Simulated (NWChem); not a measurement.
C₄H₄OS; SMILES C1=CSC=CO1

All runs: NWChem. Geometry: optimised at PBE0/def2-SVP. Level M06-L/def2-SVP: energy and gradient on several grids; changes count from the extra-fine grid, which is no exact limit either.

### Question
Which is the coarsest grid (fine; medium; xcoarse; xfine; coarse) from which on the energy stays within 50 μHa and each gradient component within 100 μHa/bohr of xfine?

### Answer
fine.
```
grid     size of the energy change (μHa)  largest change of a gradient component (μHa/bohr)  time, medium = 1 (rough)
-------  -------------------------------  -------------------------------------------------  ------------------------
xcoarse                             8000                                               5000                   about 1
coarse                                90                                                800                   about 1
medium                                50                                                300                   about 1
fine                                < 10                                                 50                   about 1
xfine                               < 10                                               < 30                         3
```
